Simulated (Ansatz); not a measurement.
One change: `[OH][Cd][Cl]` becomes `[OH][Mg][Cl]`.

Ansatz, PBE0-D4/def2-TZVP geometries, multiplicity 1. Each molecule was computed in one conformer, which needn't be the lowest.

Elements past krypton have def2 core potentials.

```
                                      property  `[OH][Cd][Cl]`
size of the dipole moment (PBE/def2-TZVPP) / D            1.73
          HOMO–LUMO gap (PBE0/def2-TZVPP) / eV            6.54
           HOMO energy (B3LYP/def2-TZVPP) / eV           -8.09
         HOMO energy (ωB97M-V/def2-TZVPP) / eV          -10.73
           LUMO energy (B3LYP/def2-TZVPP) / eV           -2.15
            LUMO energy (PBE0/def2-TZVPP) / eV           -1.80
```

**Question.** What does the change do to each property? (Best estimate.)

**Answer.** Ansatz gave: 
```json
{"property": "size of the dipole moment (PBE/def2-TZVPP) / D", "`[OH][Mg][Cl]`": "1.97", "shift": "0.24"}
{"property": "HOMO–LUMO gap (PBE0/def2-TZVPP) / eV", "`[OH][Mg][Cl]`": "6.94", "shift": "0.40"}
{"property": "HOMO energy (B3LYP/def2-TZVPP) / eV", "`[OH][Mg][Cl]`": "-8.09", "shift": "0.00"}
{"property": "HOMO energy (ωB97M-V/def2-TZVPP) / eV", "`[OH][Mg][Cl]`": "-10.87", "shift": "-0.14"}
{"property": "LUMO energy (B3LYP/def2-TZVPP) / eV", "`[OH][Mg][Cl]`": "-1.72", "shift": "0.43"}
{"property": "LUMO energy (PBE0/def2-TZVPP) / eV", "`[OH][Mg][Cl]`": "-1.39", "shift": "0.41"}
```

Dipoles are sizes alone; their direction can turn.

B3LYP here is the variant with VWN-RPA as its local correlation; programs differ in this.
